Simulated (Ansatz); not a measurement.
Two isomers of C3H10Si2: A = `C/C=C/[SiH2][SiH3]`, B = `C=C(C)[SiH2][SiH3]`.

Computed with Ansatz on PBE0-D4/def2-TZVP structures; ΔE is electronic, products minus reactants. CBS: MP2 limit from def2 TZ/QZ plus the TZ coupled-cluster correction, frozen cores. DFT in def2-TZVPP. B3LYP here is the variant with VWN-RPA as its local correlation; programs differ in this. Each species was taken in one conformer, which may not be the lowest.

Task: Which isomer does CCSD(T)/CBS put lower? Give the gap. (An estimate is asked.)

Result: Ansatz gave: A, by 4.5 kJ/mol.

Task: Give E(B) − E(A) in kJ/mol with B3LYP-D4, CCSD/def2-TZVPP, MP2/def2-TZVPP, ωB97M-V, HF/def2-TZVPP, B2PLYP, CCSD(T)/def2-TZVPP. (Estimate.)

Result: The calculation gave: B3LYP-D4 4.8, CCSD/def2-TZVPP 5.5, MP2/def2-TZVPP 3.7, ωB97M-V 5.1, HF/def2-TZVPP 11.0, B2PLYP 7.4, CCSD(T)/def2-TZVPP 4.5. None reverses the order clearly.

Largest T1 diagnostic: 0.012.

In def2-TZVPP, CCSD(T) changes the Hartree–Fock value by −6.5 kJ/mol (the triples alone add −1.0 kJ/mol) and MP2 by −7.4 kJ/mol. The D4 term adds −4.8 kJ/mol with B3LYP and −2.7 kJ/mol with PBE0; it sums over pairs of atoms, weighted by their polarisabilities, and B3LYP, whose exchange is more repulsive, gets the larger term.
